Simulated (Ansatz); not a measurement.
A first, cheap relaxation of `CC1BOB1`.

```yaml
crystal:
  periodic: [false, false, false]
  atoms:
    - {symbol: C, position_ang: [-1.063600, 0.259300, 0.602200]}
    - {symbol: C, position_ang: [0.300100, -0.204200, 0.310400]}
    - {symbol: B, position_ang: [1.160500, 0.850200, -0.453000]}
    - {symbol: O, position_ang: [1.281600, -0.146600, -1.523600]}
    - {symbol: B, position_ang: [0.374400, -1.209000, -0.911700]}
    - {symbol: H, position_ang: [-1.077500, 1.127700, 1.351000]}
    - {symbol: H, position_ang: [-1.706000, -0.522700, 0.995800]}
    - {symbol: H, position_ang: [-1.559700, 0.718300, -0.335400]}
    - {symbol: H, position_ang: [0.806100, -0.581600, 1.263200]}
    - {symbol: H, position_ang: [2.037700, 1.550600, 0.026100]}
    - {symbol: H, position_ang: [-0.488200, -1.899200, -1.304400]}
basis:
  gaussian: {orbitals: def2-SVP}
hamiltonian: {xc: pbe, dispersion: d4}
relax: {f_tol: 0.03, max_steps: 200}
```

```sh
$ ansatz run in.yaml --threads 2 --pin off --events-out ev --progress --plain --max-ram 4352MiB
```

It prints (some lines left out):

```
Functional definition: PBE
mean field -5558.72540430 eV, -204.2793907685 hartree, gradient 7.3e-5 eV, S^2 0.000000; 0 other end points of the search recorded, 0 dependent functions left out
relax step   1: F+E_penalty+E_count = -5558.92436417 eV  Δ(F+E_penalty+E_count) = +0.000e0 eV  max|allowed force component| = 5.739e0 eV/Å  Δτ_max = 0.0000 Å  (29 SCF iters, accepted)
mean field -5560.41615462 eV, -204.3415246970 hartree, gradient 2.2e-5 eV, S^2 0.000000; 0 other end points of the search recorded, 0 dependent functions left out
relax step   2: F+E_penalty+E_count = -5560.61246629 eV  Δ(F+E_penalty+E_count) = -1.688e0 eV  max|allowed force component| = 2.153e0 eV/Å  Δτ_max = 0.1949 Å  (34 SCF iters, accepted)
mean field -5560.79295278 eV, -204.3553717737 hartree, gradient 6.5e-6 eV, S^2 0.000000; 0 other end points of the search recorded, 0 dependent functions left out
relax step   3: F+E_penalty+E_count = -5560.98656539 eV  Δ(F+E_penalty+E_count) = -3.741e-1 eV  max|allowed force component| = 9.359e-1 eV/Å  Δτ_max = 0.1999 Å  (29 SCF iters, accepted)
mean field -5560.91215827 eV, -204.3597524948 hartree, gradient 9.9e-6 eV, S^2 0.000000; 0 other end points of the search recorded, 0 dependent functions left out
relax step   4: F+E_penalty+E_count = -5561.10463797 eV  Δ(F+E_penalty+E_count) = -1.181e-1 eV  max|allowed force component| = 4.878e-1 eV/Å  Δτ_max = 0.1702 Å  (29 SCF iters, accepted)
mean field -5560.99281979 eV, -204.3627167508 hartree, gradient 2.5e-5 eV, S^2 0.000000; 0 other end points of the search recorded, 0 dependent functions left out
relax step   5: F+E_penalty+E_count = -5561.18447302 eV  Δ(F+E_penalty+E_count) = -7.984e-2 eV  max|allowed force component| = 3.574e-1 eV/Å  Δτ_max = 0.2000 Å  (34 SCF iters, accepted)
mean field -5561.06053852 eV, -204.3652053683 hartree, gradient 2.6e-5 eV, S^2 0.000000; 0 other end points of the search recorded, 0 dependent functions left out
relax step   6: F+E_penalty+E_count = -5561.25132589 eV  Δ(F+E_penalty+E_count) = -6.685e-2 eV  max|allowed force component| = 6.117e-1 eV/Å  Δτ_max = 0.1957 Å  (34 SCF iters, accepted)
mean field -5561.12737632 eV, -204.3676616123 hartree, gradient 2.3e-5 eV, S^2 0.000000; 0 other end points of the search recorded, 0 dependent functions left out
relax step   7: F+E_penalty+E_count = -5561.31705265 eV  Δ(F+E_penalty+E_count) = -6.573e-2 eV  max|allowed force component| = 4.181e-1 eV/Å  Δτ_max = 0.2000 Å  (35 SCF iters, accepted)
mean field -5561.08842528 eV, -204.3662301878 hartree, gradient 2.3e-5 eV, S^2 0.000000; 0 other end points of the search recorded, 0 dependent functions left out
relax step   8: F+E_penalty+E_count = -5561.27791372 eV  Δ(F+E_penalty+E_count) = +3.914e-2 eV  max|allowed force component| = 8.384e-1 eV/Å  Δτ_max = 0.1601 Å  (35 SCF iters, rejected (line search))
mean field -5561.14310092 eV, -204.3682394805 hartree, gradient 1.7e-5 eV, S^2 0.000000; 0 other end points of the search recorded, 0 dependent functions left out
relax step   9: F+E_penalty+E_count = -5561.33288186 eV  Δ(F+E_penalty+E_count) = -1.583e-2 eV  max|allowed force component| = 6.997e-2 eV/Å  Δτ_max = 0.0589 Å  (29 SCF iters, accepted)
mean field -5561.14344712 eV, -204.3682522034 hartree, gradient 2.2e-5 eV, S^2 0.000000; 0 other end points of the search recorded, 0 dependent functions left out
relax step  10: F+E_penalty+E_count = -5561.33317391 eV  Δ(F+E_penalty+E_count) = -2.921e-4 eV  max|allowed force component| = 8.699e-3 eV/Å  Δτ_max = 0.0138 Å  (31 SCF iters, accepted)
mean field -5561.14344712 eV, -204.3682522034 hartree, gradient 2.4e-5 eV, S^2 0.000000; 1 other end points of the search recorded, 0 dependent functions left out
Total energy: -5561.33320939 eV, -204.3752258382 hartree
Atom 0 at    -1.203240     0.382362     0.775004 Å, force    -0.005694     0.002155     0.001893 eV/Å
Atom 1 at     0.137765    -0.184831     0.340624 Å, force    -0.003606     0.000476     0.001248 eV/Å
Atom 2 at     1.319045     0.538409    -0.430799 Å, force    -0.008147     0.004130     0.004700 eV/Å
Atom 3 at     1.777809    -0.555729    -1.187275 Å, force     0.007358    -0.002283    -0.008699 eV/Å
Atom 4 at     0.481451    -1.046931    -0.944350 Å, force    -0.007582     0.002217     0.005206 eV/Å
Atom 5 at    -1.094897     1.120710     1.596208 Å, force     0.004714    -0.001762     0.000558 eV/Å
Atom 6 at    -1.891486    -0.409975     1.135067 Å, force     0.003473    -0.003250    -0.001922 eV/Å
Atom 7 at    -1.716119     0.900703    -0.060053 Å, force     0.003643     0.001329    -0.004694 eV/Å
Atom 8 at     0.673614    -0.729183     1.154908 Å, force     0.000697    -0.001444     0.004833 eV/Å
Atom 9 at     1.696666     1.676909    -0.623159 Å, force     0.000050    -0.005065    -0.003510 eV/Å
Atom 10 at    -0.115207    -1.749645    -1.735576 Å, force     0.005095     0.003498     0.000387 eV/Å
Dipole moment:    -0.176451     0.027198     0.205022 e Å
```

Run time 16 s (2 threads of an Intel Xeon on a shared host); peak host memory 0.15 GiB.
